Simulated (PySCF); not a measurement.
Numbering as in the mapped SMILES `[F:1][C@H:2]1[CH2:3][Si@H:4]([CH2:5][SiH3:6])[CH2:7]1`. Hydrogens are named by the atom that carries them. Ha(C3), Ha(C7) are cis to F1 on the ring; Hb(C3), Hb(C7) are trans to F1 on the ring.

Geometry: GFN2-xTB; GIAO absolute shieldings from PySCF 2.14.0 with density-fitted response routines, gas phase, non-relativistic, averaged over equivalent atoms.

At HCTH407/3-21G (93 basis functions, 23 s wall time on 1 thread of an Arm Neoverse N1, shared host):
```json
{"atoms": "F1", "σ (ppm)": "340.5"}
{"atoms": "C2", "σ (ppm)": "123.6"}
{"atoms": "C3/C7", "σ (ppm)": "182.1"}
{"atoms": "C5", "σ (ppm)": "214.4"}
{"atoms": "Si4", "σ (ppm)": "498.4"}
{"atoms": "Si6", "σ (ppm)": "516.8"}
{"atoms": "H(C2)", "σ (ppm)": "27.71"}
{"atoms": "H(Si4)", "σ (ppm)": "28.52"}
{"atoms": "H(Si6)", "σ (ppm)": "29.41"}
{"atoms": "Hb(C3)/Hb(C7)", "σ (ppm)": "31.25"}
{"atoms": "Ha(C3)/Ha(C7)", "σ (ppm)": "31.26"}
{"atoms": "H(C5)", "σ (ppm)": "33.56"}
```

**Question.** Predict the values at PBE0/pcSseg-1 on the same geometry.

**Answer.** 
```json
{"atoms": "F1", "σ at PBE0/pcSseg-1": "332.8", "change": "-7.7"}
{"atoms": "C2", "σ at PBE0/pcSseg-1": "96.6", "change": "-27.0"}
{"atoms": "C3/C7", "σ at PBE0/pcSseg-1": "160.8", "change": "-21.3"}
{"atoms": "C5", "σ at PBE0/pcSseg-1": "195.0", "change": "-19.4"}
{"atoms": "Si4", "σ at PBE0/pcSseg-1": "377.6", "change": "-120.8"}
{"atoms": "Si6", "σ at PBE0/pcSseg-1": "426.2", "change": "-90.6"}
{"atoms": "H(C2)", "σ at PBE0/pcSseg-1": "26.37", "change": "-1.34"}
{"atoms": "H(Si4)", "σ at PBE0/pcSseg-1": "26.76", "change": "-1.76"}
{"atoms": "H(Si6)", "σ at PBE0/pcSseg-1": "27.73", "change": "-1.68"}
{"atoms": "Hb(C3)/Hb(C7)", "σ at PBE0/pcSseg-1": "29.81", "change": "-1.44"}
{"atoms": "Ha(C3)/Ha(C7)", "σ at PBE0/pcSseg-1": "29.74", "change": "-1.52"}
{"atoms": "H(C5)", "σ at PBE0/pcSseg-1": "31.74", "change": "-1.82"}
```

The largest change is at Si4 (silicon bonded to 3 C, H, in a 4-membered ring). Cost: 188 basis functions, 50 s wall time on 1 thread of an Arm Neoverse N1, shared host. The order of the carbon signals is the same at both levels.
